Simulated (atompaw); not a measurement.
Logarithmic derivatives: carbon (C), PAW (atompaw)

atompaw 4.2.0.5 input, output lines left out:

```
C 6
GGA-PBESOL scalarrelativistic loggrid 1500 logderivrange -3 5 201
2 2 0 0 0 0
2 1 1.5
0 0 0
c
v
v
2
3.00 2.80 2.30 2.40
y
-0.4
n
y
-0.05
n
y
-0.15
n
custom polynom vanderbiltortho sinc
3 0 ultrasoft
3.00
3.00
3.00
3.00
3.00
```

The phase is arctan(r·u′/u) with u = r·R(r), unwrapped; energies in Ry, scanned from -3 to 5 Ry. A pole is an energy at which the radial function vanishes at the test radius. The pseudo phase is shifted by a multiple of π to meet the all-electron one at the reference energy, and phase errors are pseudo minus all-electron; the curves can meet again beyond the range given. Levels narrower than the energy grid can be missing from the lists of poles.

```tsv
channel	radius (bohr)	reference energy (Ry)	poles, all-electron	poles, pseudo	unbroken range about the reference energy with phases within 0.05 rad	phase error 1 Ry above the reference energy (rad)
s	3.00	-1.42	-1.28, 2.79	-1.28, 2.77	below 4.5	+0.000
p	3.00	-0.78	-0.60, 2.83	-0.60, 3.19	below 0.9	+0.000
d	3.00	-0.15	1.93	2.05, 4.06	below 0.5	+0.071
```

Phases in the d channel:

```
E (Ry)  all-electron  pseudo
 -3.00         1.382   1.384
 -2.76         1.375   1.376
 -2.52         1.366   1.368
 -2.28         1.356   1.358
 -2.04         1.345   1.347
 -1.80         1.332   1.333
 -1.56         1.316   1.318
 -1.32         1.297   1.298
 -1.08         1.272   1.274
 -0.84         1.242   1.243
 -0.60         1.200   1.200
 -0.36         1.139   1.140
 -0.12         1.046   1.046
  0.12         0.880   0.882
  0.36         0.538   0.554
  0.60        -0.161  -0.100
  0.84        -0.860  -0.788
  1.08        -1.203  -1.147
  1.32        -1.372  -1.327
  1.56        -1.472  -1.433
  1.80        -1.541  -1.508
  2.04        -1.595  -1.568
  2.28        -1.643  -1.630
  2.52        -1.690  -1.715
  2.76        -1.743  -1.925
  3.00        -1.810  -3.579
  3.24        -1.907  -4.465
  3.48        -2.076  -4.604
  3.72        -2.446  -4.664
  3.96        -3.268  -4.701
  4.20        -3.987  -4.728
  4.44        -4.289  -4.749
  4.68        -4.431  -4.768
  4.92        -4.513  -4.786
```
